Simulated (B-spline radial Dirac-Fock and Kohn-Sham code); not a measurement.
2p3/2 photoionisation of Al⁶⁺ near threshold

System: Al⁶⁺, configuration 1s2 2s2 2p3. The computed 2p3/2 threshold is 236.4 eV; without correlation, outer thresholds are uncertain by 1 to 2 eV. With an open shell the threshold is an average over the terms of the final ion.

Level of theory: the independent-particle Dirac-Slater model, thresholds from Dirac-Fock; a B-spline atomic structure program. Interchannel coupling and autoionising resonances are not included, so magnitudes near threshold are approximate.

```csv
kinetic energy (eV),σ (Mb),β
1.5,0.779,1.30
1.9,0.776,1.31
2.3,0.772,1.31
2.9,0.767,1.32
3.7,0.762,1.33
4.6,0.754,1.34
5.7,0.745,1.35
7.2,0.734,1.36
9.0,0.721,1.37
11.2,0.705,1.38
14.0,0.685,1.40
17.5,0.661,1.41
21.9,0.633,1.42
27.4,0.600,1.44
34.2,0.561,1.45
42.8,0.517,1.46
53.5,0.468,1.47
66.9,0.415,1.48
83.7,0.359,1.49
104.7,0.301,1.49
130.9,0.245,1.48
163.6,0.192,1.47
204.6,0.145,1.46
255.8,0.105,1.43
319.9,0.0728,1.40
400.0,0.0484,1.35
```

The cross section shows no minimum in this range. It is largest at the lowest energy, 0.779 Mb. β ranges from 1.30 (at 1.5 eV) to 1.49.

Run: 0.79 s of CPU time on 1 thread of Neoverse-V1 (shared host), peak memory 0.44 GiB.
